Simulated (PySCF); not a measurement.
C₃H₉BO, SMILES B(C(C)C)O.

Geometry optimised at PBE-D3(BJ)/def2-SVP. This is a generated structure with no PubChem entry under its InChIKey; it may be hypothetical. The values are those of a single conformer.

Method: PBE-D3(BJ)/def2-SVP run with PySCF.

Frequencies are harmonic and unscaled.

Question: List the normal modes with their intensities. (The exact figures need the calculation; the answer reports its results.)

Answer: 
| mode | ν (cm⁻¹) | IR (km/mol) | moving atoms (share of kinetic energy) |
|---|---|---|---|
| 1 | 69 | 3.6 | H 38 %, O 24 %, C 21 %, B 17 % |
| 2 | 202 | 4.5 | H 38 %, C 33 %, O 28 % |
| 3 | 215 | 0.3 | H 96 % |
| 4 | 237 | 4.8 | H 80 %, C 10 % |
| 5 | 297 | 6.9 | H 50 %, C 32 %, B 9 %, O 9 % |
| 6 | 355 | 2.2 | C 52 %, H 45 % |
| 7 | 504 | 9.7 | C 32 %, H 32 %, B 18 %, O 17 % |
| 8 | 672 | 64.8 | H 59 %, B 23 %, O 9 %, C 9 % |
| 9 | 747 | 23.9 | H 43 %, C 30 %, B 22 % |
| 10 | 852 | 0.9 | H 81 %, B 15 % |
| 11 | 884 | 3.0 | H 82 %, C 17 % |
| 12 | 903 | 7.5 | H 52 %, C 39 % |
| 13 | 942 | 1.1 | H 76 %, C 23 % |
| 14 | 975 | 23.6 | H 79 %, C 10 % |
| 15 | 1009 | 40.7 | H 70 %, C 15 %, B 9 % |
| 16 | 1101 | 5.6 | C 59 %, H 38 % |
| 17 | 1140 | 38.9 | H 59 %, C 37 % |
| 18 | 1151 | 69.5 | H 71 %, B 12 %, C 11 % |
| 19 | 1236 | 7.5 | H 53 %, C 34 %, B 9 % |
| 20 | 1265 | 1.5 | H 61 %, C 33 % |
| 21 | 1331 | 7.1 | H 76 %, C 23 % |
| 22 | 1344 | 32.0 | H 68 %, C 20 %, B 8 % |
| 23 | 1375 | 152.8 | B 47 %, H 28 %, O 17 % |
| 24 | 1409 | 0.9 | H 96 % |
| 25 | 1421 | 7.1 | H 96 % |
| 26 | 1432 | 15.7 | H 96 % |
| 27 | 1436 | 35.4 | H 88 % |
| 28 | 2522 | 152.7 | H 91 %, B 9 % |
| 29 | 2916 | 16.1 | H 93 % |
| 30 | 2944 | 28.2 | H 97 % |
| 31 | 2956 | 29.4 | H 97 % |
| 32 | 3022 | 26.0 | H 91 %, C 9 % |
| 33 | 3033 | 24.4 | H 91 %, C 9 % |
| 34 | 3034 | 23.6 | H 91 %, C 9 % |
| 35 | 3056 | 18.4 | H 91 %, C 9 % |
| 36 | 3668 | 34.8 | H 94 % |
